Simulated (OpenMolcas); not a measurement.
# Se4+: effect of the active space

| Item | Value |
| --- | --- |
| Program | OpenMolcas 26.06 |
| Method | SS-CASPT2 or its RAS form, IPEA 0.25 Eh, imaginary shift 0.1 Eh |
| Basis | ANO-RCC-VTZP |
| Scalar Hamiltonian | DKH2, point nucleus |
| Spin-orbit coupling | state interaction with AMFI integrals over the reference wave functions, term energies averaged over their components |

A. 2 electrons in 4 orbitals (4s 4p); 2S+1 = 3 even, 3 roots; 2S+1 = 1 even, 7 roots; 2S+1 = 3 odd, 3 roots; 2S+1 = 1 odd, 3 roots; closed shells correlated: 3d; CASPT2 step of the order of 2.1 core-seconds
B. 2 electrons in 8 orbitals (4s 4p 5s 5p); 2S+1 = 3 even, 3 roots; 2S+1 = 1 even, 7 roots; 2S+1 = 3 odd, 3 roots; 2S+1 = 1 odd, 3 roots; closed shells correlated: 3d; CASPT2 step of the order of 3 core-seconds
C. 2 electrons in 9 orbitals (RAS2 4s 4p; RAS3 4d, at most 2 electrons); 2S+1 = 3 even, 3 roots; 2S+1 = 1 even, 7 roots; 2S+1 = 3 odd, 3 roots; 2S+1 = 1 odd, 3 roots; closed shells correlated: 3d; CASPT2 step about 5 core-seconds

Energies in cm-1 above 4s2 1S0, the measured ground level; measured values from the list in Rauch et al., Astron. Astrophys. 606, A105 (2017).

```csv
Level,A,B,C,Measured
4s2 1S0,0.0,0.0,0.0,0.0
4s 4p 3P* 0,87120,87220,87020,89749
4s 4p 3P* 1,88570,88660,88460,91350
4s 4p 3P* 2,91740,91830,91630,94960
4s 4p 1P* 1,134220,134080,132920,131733
4p2 3P0,210280,210330,210080,211794
4p2 3P1,212220,212250,212020,214091
4p2 3P2 [61 %],213870,213540,215690,218615
4p2 1D2 [61 %],218500,217860,209730,213203
```

Deviations, from unrounded energies. A percentage is the sum of absolute deviations over the sum of measured energies, with the sign that they share, or ± where signs differ.

| Against measurement | Levels | A | B | C |
| --- | --- | --- | --- | --- |
| mean absolute deviation (cm-1) | 8 | 3100 | 3000 | 2500 |
| other configurations (%) | 8 | ±1.9 | ±1.9 | ±1.6 |

C lies closest to measurement on these levels and A furthest from it. The largest miss of C in the table is 4p2 1D2 [61 %], by -3500 cm-1. The ranking rests on the paired levels alone, and a cruder setting can come out closer through cancelling errors.

Among A to C the level of the table that moves most is 4p2 1D2 [61 %], by 8800 cm-1 (lowest in C, highest in A). Moves below CASPT2's spread within the term are not significant.

CASPT2 does not keep the components of a term degenerate, so their means are used; among the terms shown or strongly mixed into the levels shown the widest spread is 150 cm-1 (4p2 1D, B). Over all roots computed the reference weight is 0.94 to 0.99 in A, 0.92 to 0.99 in B; the roots of lowest weight are the least certain, and an intruder state may touch them. Some levels mix across a computed gap that differs much from the measured one, so their mixing is not that of the real levels (holds for A; B). The ¹D term of p² mixes with s d, which this space lacks (holds for A; B). Active for correlation alone: 5p 5s; no level in the range computed is led by a configuration that fills them, so any true level of that kind is missing (holds for B). Active for correlation alone: 4d; no level in the range computed is led by a configuration that fills it, so any true level of that kind is missing (holds for C). Some terms mix strongly with configurations of 4d, whose occupation reaches 0.21 (4p2 1D) (holds for C). Measured partners are found by configuration, term and J. A level has none where our copy of the source lacks it or the pairing is in doubt (some pairs that miss far off the trend of their configuration count as doubtful), and it then counts in no deviation. Only configurations of the active space appear. The table leaves out levels that lie high or whose names do not pair safely across all columns.

A share in square brackets marks a mixed level and gives the weight of the term that names it, the lowest over the columns. * marks odd parity.
